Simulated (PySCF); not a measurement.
Run times: carbon in dyall-acv3z

Measured wall times of calculations with PySCF 2.14 in dyall-acv3z (15s9p4d2f, 76 functions), with the spin-free X2C one-electron Hamiltonian (Gaussian nucleus), run from one Python driver. Hardware: 1 thread of Neoverse-V1 on a shared host, 1.3 GiB allowed. The two-electron integrals over 76 functions were computed once and kept in memory (0.16 CPU seconds with the set-up); the times below exclude them. Kohn-Sham runs start from converged Hartree-Fock orbitals.

Launch command (the driver calls PySCF for each step listed in the task file):

```bash
OMP_NUM_THREADS=1 python atomrun2.py TASK.json OUT
```

| species | step | iterations | wall time (s) |
| --- | --- | --- | --- |
| C [He] 2s2 2p1 3s1 | UHF with spin-orbit constants | 7 | 1.2 |
| C [He] 2s2 2p1 3s1 | LDA | 5 | 0.71 |
| C [He] 2s2 2p1 3s1 | PBE | 6 | 1 |
| C [He] 2s2 2p1 3s1 | PBE0 | 7 | 1.5 |
| C [He] 2s2 2p1 3s1 | r2SCAN | 6 | 2.9 |
| C [He] 2s2 2p1 3s1 | HSE06 | 6 | 1.8 |
| C [He] 2s2 2p1 3s1 | BLYP | 6 | 1 |
| C [He] 2s2 2p1 3s1 | B97-3 | 7 | 1.5 |
| C [He] 2s2 2p1 3s1 | M06 | 8 | 4.1 |
| C [He] 2s2 2p1 3s1 | MP2 (4 electrons) |  | 0.17 |
| C [He] 2s2 2p1 3s1 | MP2 (6 electrons) |  | 0.19 |
| C [He] 2s2 2p1 3s1 | UHF with spin-orbit constants | 7 | 1.2 |
| C [He] 2s2 2p1 3s1 | LDA | 6 | 0.81 |
| C [He] 2s2 2p1 3s1 | PBE | 7 | 1.2 |
| C [He] 2s2 2p1 3s1 | PBE0 | 6 | 1.3 |
| C [He] 2s2 2p1 3s1 | r2SCAN | 5 | 2.5 |
| C [He] 2s2 2p1 3s1 | HSE06 | 7 | 2 |
| C [He] 2s2 2p1 3s1 | BLYP | 7 | 1.2 |
| C [He] 2s2 2p1 3s1 | B97-3 | 9 | 1.9 |
| C [He] 2s2 2p1 3s1 | M06 | 9 | 4.6 |
| C [He] 2s2 2p1 3s1 | MP2 (4 electrons) |  | 0.15 |
| C [He] 2s2 2p1 3s1 | MP2 (6 electrons) |  | 0.2 |
| C [He] 2s1 2p2 3s1 | UHF with spin-orbit constants | 6 | 1.2 |
| C [He] 2s1 2p2 3s1 | LDA | 6 | 0.79 |
| C [He] 2s1 2p2 3s1 | PBE | 6 | 1.1 |
| C [He] 2s1 2p2 3s1 | PBE0 | 6 | 1.3 |
| C [He] 2s1 2p2 3s1 | r2SCAN | 6 | 2.9 |
| C [He] 2s1 2p2 3s1 | HSE06 | 6 | 1.8 |
| C [He] 2s1 2p2 3s1 | BLYP | 6 | 1.1 |
| C [He] 2s1 2p2 3s1 | B97-3 | 6 | 1.3 |
| C [He] 2s1 2p2 3s1 | M06 | 9 | 4.6 |
| C [He] 2s1 2p2 3s1 | MP2 (4 electrons) |  | 0.07 |
| C [He] 2s1 2p2 3s1 | MP2 (6 electrons) |  | 0.22 |
| C [He] 2s2 2p1 3d1 | UHF with spin-orbit constants | 6 | 1.2 |

Peak memory of the process: 0.32 GiB. Times on a shared host vary from run to run.
